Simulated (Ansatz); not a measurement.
A search over several starts for the lowest SCF solution of the cluster Cr₃⁺ at the given spin, in a small basis.

```yaml
crystal:
  periodic: [false, false, false]
  atoms:
    - {symbol: Cr, position_ang: [1.129592, 1.263736, -0.178670]}
    - {symbol: Cr, position_ang: [-1.055188, -0.789312, -1.080967]}
    - {symbol: Cr, position_ang: [-0.074405, -0.474424, 1.259638]}
basis:
  gaussian: {orbitals: def2-SVP}
total_charge: 1
magnetization: {spin_polarized: true, initial_magnetization: 5}
hamiltonian: {xc: pbe0, dispersion: d4}
output: {orbitals: {seedname: orbitals}}
```

```sh
$ ansatz run in.yaml --threads 4 --pin off --events-out ev --progress --plain --max-ram 3916MiB
```

Output, abridged:

```
Functional definition: PBE0
1066 factors; integrals over basis functions are off by at most 9.3e-4 eV
mean field evaluation 1: about -85134.6918 eV, gradient 1.5e2 eV
mean field evaluation 2: about -83962.8694 eV, gradient 4.2e2 eV
mean field evaluation 4: about -84690.3171 eV, gradient 2.5e2 eV
mean field evaluation 8: about -85219.4189 eV, gradient 1.4e1 eV
mean field evaluation 16: about -85227.8616 eV, gradient 4.8e0 eV
mean field evaluation 32: about -84748.8433 eV, gradient 1.2e2 eV
mean field evaluation 64: about -84822.7306 eV, gradient 1.0e2 eV
mean field evaluation 96: about -84883.8951 eV, gradient 9.2e1 eV
mean field evaluation 128: about -84711.1816 eV, gradient 1.3e2 eV
mean field evaluation 160: about -85229.1330 eV, gradient 1.3e-2 eV
mean field evaluation 192: about -85134.6918 eV, gradient 1.5e2 eV
mean field evaluation 224: about -85228.9955 eV, gradient 1.4e0 eV
mean field -85229.13299074 eV, -3132.1128670286 hartree, gradient 9.1e-6 eV, S^2 13.563769; 7 other end points of the search recorded, 0 dependent functions left out
reference -85229.13303623 eV, -3132.1128687003 hartree; 38, 33 occupied and 55, 60 virtual orbitals, 1066 factors
Total energy: -85229.23160696 eV, -3132.1164911076 hartree
```

Hardware: 4 threads of Arm Neoverse V1 on a shared host. Wall time 19 s.

Other converged states that the search met: 0.22 eV higher (⟨S²⟩ = 13.79).

The charge 1 sextet is spin-contaminated (final ⟨S²⟩ up to 13.56, 8.75 for a pure state). The structure comes from a short search, and lower isomers may exist.
